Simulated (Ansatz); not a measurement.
One change: `[NH2][GeH2][OH]` becomes `[OH][GeH2][SiH3]`.

Ansatz, PBE0-D4/def2-TZVP geometries, multiplicity 1. Each molecule was computed in one conformer, which needn't be the lowest.

Scalar relativity is left out up to krypton.

```json
{"property": "HOMO energy (ωB97M-V/def2-TZVPP) / eV", "`[NH2][GeH2][OH]`": "-9.83"}
{"property": "HOMO–LUMO gap (B3LYP/def2-TZVPP) / eV", "`[NH2][GeH2][OH]`": "7.52"}
{"property": "LUMO energy (PBE0/def2-TZVPP) / eV", "`[NH2][GeH2][OH]`": "0.63"}
{"property": "HOMO–LUMO gap (PBE/def2-TZVPP) / eV", "`[NH2][GeH2][OH]`": "5.78"}
{"property": "HOMO–LUMO gap (PBE0/def2-TZVPP) / eV", "`[NH2][GeH2][OH]`": "8.08"}
{"property": "LUMO energy (B3LYP/def2-TZVPP) / eV", "`[NH2][GeH2][OH]`": "0.31"}
```

(1) Give the same properties after the change, and the shifts. (Best estimate.)

Answers

(1) Ansatz gave: 
| property | `[OH][GeH2][SiH3]` | shift |
| --- | --- | --- |
| HOMO energy (ωB97M-V/def2-TZVPP) / eV | -9.90 | -0.07 |
| HOMO–LUMO gap (B3LYP/def2-TZVPP) / eV | 6.95 | -0.57 |
| LUMO energy (PBE0/def2-TZVPP) / eV | -0.39 | -1.02 |
| HOMO–LUMO gap (PBE/def2-TZVPP) / eV | 5.23 | -0.55 |
| HOMO–LUMO gap (PBE0/def2-TZVPP) / eV | 7.40 | -0.68 |
| LUMO energy (B3LYP/def2-TZVPP) / eV | -0.62 | -0.93 |

With PBE0 the HOMO falls by 0.33 eV and the LUMO falls by 1.02 eV, so the gap narrows by about 0.69 eV. PBE moves the HOMO by -0.46 eV and ωB97M-V by -0.07 eV. The zero-point energy changes by -2.8 kJ/mol with +3 modes.

B3LYP here is the variant with VWN-RPA as its local correlation; programs differ in this.
